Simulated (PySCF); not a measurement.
Al(F)2(OSiH3) (AlF2H3OSi), SMILES [F][Al]([F])[O][SiH3].

Geometry optimised at B3LYP-D3(BJ)/def2-SVP. The structure was generated by enumeration; whether it is a known compound was not checked. One conformer was computed; it need not be the lowest.

These are TDA-ωB97X/def2-SVPD in PySCF values and carry that method's errors.

Vertical excitations. The molecule is in vacuum.

Computed lowest excited states:
```tsv
state	energy (eV)	λ (nm)	f	main pairs
S1	7.25	171	0.005	HOMO→LUMO 76 %
S2	7.35	169	0.007	HOMO−1→LUMO 75 %
S3	8.57	145	0.007	HOMO→LUMO+3 44 %, HOMO−2→LUMO 30 %, HOMO→LUMO+2 10 %
S4	8.71	142	0.010	HOMO−1→LUMO+3 44 %, HOMO−3→LUMO 25 %, HOMO−1→LUMO+2 12 %, HOMO−1→LUMO+4 8 %
S5	8.84	140	0.007	HOMO→LUMO+1 76 %, HOMO−2→LUMO+1 17 %
S6	9.15	135	0.002	HOMO→LUMO+5 46 %, HOMO−1→LUMO+6 32 %
S7	9.19	135	0.077	HOMO→LUMO+2 47 %, HOMO−1→LUMO+1 13 %, HOMO−4→LUMO 10 %
S8	9.29	133	0.117	HOMO−1→LUMO+1 40 %, HOMO−1→LUMO+2 22 %, HOMO→LUMO+2 7 %, HOMO−3→LUMO+1 6 %
S9	9.31	133	0.126	HOMO−1→LUMO+2 46 %, HOMO−1→LUMO+1 21 %, HOMO−1→LUMO+3 10 %
S10	9.34	133	0.140	HOMO−4→LUMO 51 %, HOMO→LUMO+3 16 %, HOMO→LUMO+2 14 %
T1	6.98	178	0	HOMO→LUMO 71 %
T2	7.12	174	0	HOMO−1→LUMO 70 %, HOMO−1→LUMO+3 12 %
T3	8.22	151	0	HOMO→LUMO+3 44 %, HOMO−2→LUMO 30 %
T4	8.36	148	0	HOMO−1→LUMO+3 42 %, HOMO−3→LUMO 29 %
```
Triplets are in the Tamm–Dancoff approximation.
